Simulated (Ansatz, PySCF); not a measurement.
Ge(F)(OH)2(NH2) (FGeH₄NO₂), SMILES [NH2][Ge]([OH])([OH])[F].

The structure is a stationary point at PBE0-D3(BJ)/def2-SVP. The values are those of a single conformer.

Vertical ionisation energy (IE) and electron affinity (EA) in eV. Rows of orbital energies are one-electron estimates. Where ΔSCF, EOM or ADC give a negative EA the extra electron is unbound and the value depends on the basis.

```json
[
 {"level": "−ε(HOMO), −ε(LUMO), PBE0/def2-TZVP (PySCF)", "IE": "8.27", "EA": "0.15"},
 {"level": "−ε(HOMO), −ε(LUMO), PBE/def2-TZVP (PySCF)", "IE": "6.72", "EA": "1.12"},
 {"level": "ΔSCF, PBE0/def2-SVPD (Ansatz), final states of multiplicity 2 and 2", "IE": "10.89", "EA": "-0.75"},
 {"level": "ΔSCF, PBE/def2-SVPD (Ansatz), final states of multiplicity 2 and 2", "IE": "10.46", "EA": "-0.52"}
]
```

Q: What vertical singlet–triplet gap does ΔSCF give with PBE0/def2-SVPD (Ansatz, a program for electronic structure) and with PBE/def2-SVPD (Ansatz)? (An estimate is asked for; the answer gives what the named calculation found.)

A: 6.33 and 5.87 eV (triplet above singlet where positive).
